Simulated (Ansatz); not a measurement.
Geometry optimisation, Ansatz 0.2.0, RKS r2SCAN-D4/6-31G.

Input:

```yaml
crystal:
  periodic: [false, false, false]
  atoms:
    - { symbol: Si, position_ang: [0.0, 0.0, 0.0] }
    - { symbol: H, position_ang: [0.0, 0.0, 1.46] }
    - { symbol: C, position_ang: [1.7634, 0.0, -0.6227] }
    - { symbol: H, position_ang: [2.1111, -1.0463, -0.7509] }
    - { symbol: H, position_ang: [1.8119, 0.5276, -1.5981] }
    - { symbol: H, position_ang: [2.4154, 0.5187, 0.1108] }
    - { symbol: C, position_ang: [-0.8808, 1.5259, -0.6227] }
    - { symbol: H, position_ang: [-1.9334, 1.2723, -0.8671] }
    - { symbol: H, position_ang: [-0.8624, 2.3106, 0.1622] }
    - { symbol: H, position_ang: [-0.3704, 1.9025, -1.5336] }
    - { symbol: C, position_ang: [-0.8808, -1.5259, -0.6227] }
    - { symbol: H, position_ang: [-1.3804, -2.0377, 0.2261] }
    - { symbol: H, position_ang: [-1.6409, -1.2332, -1.3768] }
    - { symbol: H, position_ang: [-0.1449, -2.2146, -1.0879] }
basis:
  gaussian: { orbitals: "6-31G" }
hamiltonian:
  xc: r2scan
  dispersion: d4
relax:
  f_tol: 0.02
  max_steps: 40
```

Run as:

```bash
$ ansatz run input.yaml --threads 1 --pin off --max-ram 2048MiB --backend cpu --events-out ev --progress --plain --runs-dir out
```

**Question.** Where does it end, and by what steps?

**Answer.** The forces met the threshold. Limits of this set-up: no polarisation functions. After 11 steps the energy has fallen by 0.303 eV; H13 moved furthest, 0.90 Å.

```json
{"step": "0", "energy less start (eV)": "0.0000", "largest force component (eV/Å)": "0.984", "accepted": "yes"}
{"step": "1", "energy less start (eV)": "-0.1810", "largest force component (eV/Å)": "0.584", "accepted": "yes"}
{"step": "2", "energy less start (eV)": "-0.2192", "largest force component (eV/Å)": "0.321", "accepted": "yes"}
{"step": "3", "energy less start (eV)": "-0.2578", "largest force component (eV/Å)": "0.072", "accepted": "yes"}
{"step": "4", "energy less start (eV)": "-0.2618", "largest force component (eV/Å)": "0.516", "accepted": "yes"}
{"step": "5", "energy less start (eV)": "-0.2955", "largest force component (eV/Å)": "0.020", "accepted": "yes"}
{"step": "6", "energy less start (eV)": "-0.3008", "largest force component (eV/Å)": "0.056", "accepted": "yes"}
{"step": "7", "energy less start (eV)": "-0.2838", "largest force component (eV/Å)": "0.616", "accepted": "no"}
{"step": "8", "energy less start (eV)": "-0.3025", "largest force component (eV/Å)": "0.055", "accepted": "yes"}
{"step": "9", "energy less start (eV)": "-0.3028", "largest force component (eV/Å)": "0.066", "accepted": "yes"}
{"step": "10", "energy less start (eV)": "-0.2974", "largest force component (eV/Å)": "0.345", "accepted": "no"}
{"step": "11", "energy less start (eV)": "-0.3031", "largest force component (eV/Å)": "0.004", "accepted": "yes"}
```

```xyz
14
Properties=species:S:1:pos:R:3
Si 0.009 -0.051 -0.009
H 0.033 -0.205 1.497
C 1.809 0.046 -0.647
H 2.367 -0.861 -0.386
H 1.824 0.152 -1.739
H 2.333 0.907 -0.214
C -0.934 1.554 -0.450
H -1.966 1.516 -0.082
H -0.445 2.430 -0.007
H -0.965 1.694 -1.538
C -0.879 -1.565 -0.769
H -1.905 -1.649 -0.392
H -0.923 -1.475 -1.862
H -0.349 -2.494 -0.525
```

Run time: 70 s on 1 thread of Arm Neoverse V1 (shared host), peak memory 0.14 GiB.
